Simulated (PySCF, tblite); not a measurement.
Isomers of C7H8F (doublet state). Computed values, GFN2-xTB/tblite, gas phase, harmonic and unscaled. The method is semi-empirical: single wavenumbers can be off by several per cent or more. One conformer each. Open shells enter through the occupations alone, without spin polarisation, and single modes of such species can be off by tens of per cent.

Electronic energies: B3LYP/pcH-1 single points on the GFN2-xTB geometries (PySCF, gas phase).

```
                             SMILES  electronic energy, lowest = 0 (kJ/mol)
F[C@@H]1[C@@H]2C[C]3[C@H]1C[C@@H]32                                   291.9
              C[C@H]1C=C[CH]C(F)=C1                                     0.0
                  C#CC/C([CH]F)=C\C                                   199.2
F[C]1[C@@H]2C[C@H]3[C@@H]2C[C@@H]13                                   261.4
```

**Question.** How do GFN2-xTB zero-point energies change the relative energies?

**Answer.** 
| SMILES | ZPE (kJ/mol) | of it from modes above 1550 cm⁻¹ | electronic (kJ/mol) | with ZPE, lowest = 0 (kJ/mol) | lowest mode (cm⁻¹) | rings |
| --- | --- | --- | --- | --- | --- | --- |
| C[C@H]1C=C[CH]C(F)=C1 | 331.3 | 155.1 | 0.0 | 0.0 | 88 | 1 |
| C#CC/C([CH]F)=C\C | 319.9 | 160.3 | 199.2 | 187.8 | 29 | 0 |
| F[C]1[C@@H]2C[C@H]3[C@@H]2C[C@@H]13 | 341.5 | 144.7 | 261.4 | 271.5 | 152 | 5 |
| F[C@@H]1[C@@H]2C[C]3[C@H]1C[C@@H]32 | 342.0 | 144.2 | 291.9 | 302.6 | 234 | 5 |

The zero-point energies span 22.1 kJ/mol, from `C#CC/C([CH]F)=C\C` to `F[C@@H]1[C@@H]2C[C]3[C@H]1C[C@@H]32`. The order is unchanged.

**Question.** And how do the electronic energies of GFN2-xTB itself compare?

**Answer.** `C[C@H]1C=C[CH]C(F)=C1` 0.0; `C#CC/C([CH]F)=C\C` 212.5; `F[C]1[C@@H]2C[C@H]3[C@@H]2C[C@@H]13` 137.1; `F[C@@H]1[C@@H]2C[C]3[C@H]1C[C@@H]32` 172.9 kJ/mol, lowest = 0. Against the energies above, taken from the same isomer `C[C@H]1C=C[CH]C(F)=C1`, the largest difference is 124.3 kJ/mol.

**Question.** What do entropy and thermal enthalpy add at 298.15 K and 1 bar (rigid rotor, harmonic oscillator, one conformer each)?

**Answer.** 
```csv
SMILES,point group,symmetry number,S (J/(mol K)),H − H(0) (kJ/mol),ZPE + H − H(0) − TS (kJ/mol)
C[C@H]1C=C[CH]C(F)=C1,C1,1,359.2,22.13,246.3
C#CC/C([CH]F)=C\C,C1,1,411.4,27.81,225.0
F[C]1[C@@H]2C[C@H]3[C@@H]2C[C@@H]13,C1,1,326.0,17.53,261.8
F[C@@H]1[C@@H]2C[C]3[C@H]1C[C@@H]32,C1,1,321.9,17.09,263.1
```

S holds R ln(2S + 1) for the spin.
